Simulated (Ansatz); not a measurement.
Calculated with Ansatz (gas phase, PBE0-D4/def2-TZVP geometries, no zero-point term in ΔE). CCSD(T)/CBS adds triple-zeta CCSD(T) − MP2 to the extrapolated MP2 energy (def2 sets, frozen cores). DFT in def2-TZVPP. B3LYP here is the variant with VWN-RPA as its local correlation; programs differ in this. def2 core potentials past Kr. For In, Sn outer-core shells are correlated without core-valence functions, which leaves a few kJ/mol of doubt a bond. Each species was taken in one conformer, which may not be the lowest.

`C[SiH2][SnH2][CH3]` + `[CH3][In]([NH2])[Cl]` → `[CH3][SnH2][SiH2]Cl` + `[CH3][In]([CH3])[NH2]`  (redistribution)

```csv
level,ΔE (kJ/mol),difference from CCSD(T)/CBS
r2SCAN-D4,62.0,5.4
PBE0-D4,60.1,3.5
ωB97M-V,57.0,0.4
PBE,57.0,0.4
B3LYP,59.6,3.0
CCSD/def2-TZVPP,57.1,0.5
CCSD(T)/def2-TZVPP,56.0,-0.6
MP2/def2-QZVPP,53.6,-3.0
MP2/CBS(def2),54.1,-2.5
CCSD/CBS(def2),57.8,1.2
CCSD(T)/CBS,56.6,0
```

Largest T1 diagnostic among the species: 0.013.

In def2-TZVPP, CCSD(T) changes the Hartree–Fock value by −15.7 kJ/mol (the triples alone add −1.1 kJ/mol) and MP2 by −18.3 kJ/mol. From PBE to PBE0 (25 % exact exchange), in def2-TZVPP and without D4, ΔE moves by +3.0 kJ/mol.
